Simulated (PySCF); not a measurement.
Ga₂H₄, SMILES [GaH2][GaH2].

Coordinates come from a PBE-D3(BJ)/def2-TZVP optimisation.

All values below come from PySCF with PBE-D3(BJ)/def2-TZVP.

Frequencies are harmonic and unscaled.

Modes within 1.5 cm⁻¹ of each other (mostly degenerate sets) share a row, with their intensities summed.

Computed vibrational spectrum:
```csv
mode,ν (cm⁻¹),IR (km/mol),moving atoms (share of kinetic energy)
1,215,0.0,H 100 %
2,228,0.0,Ga 98 %
3–4,273,68.3,H 97 %
5–6,534,54.7,H 93 %
7,683,420.5,H 98 %
8,762,0.0,H 99 %
9,1848,378.1,H 99 %
10,1865,0.0,H 99 %
11–12,1868,473.4,H 98 %
```
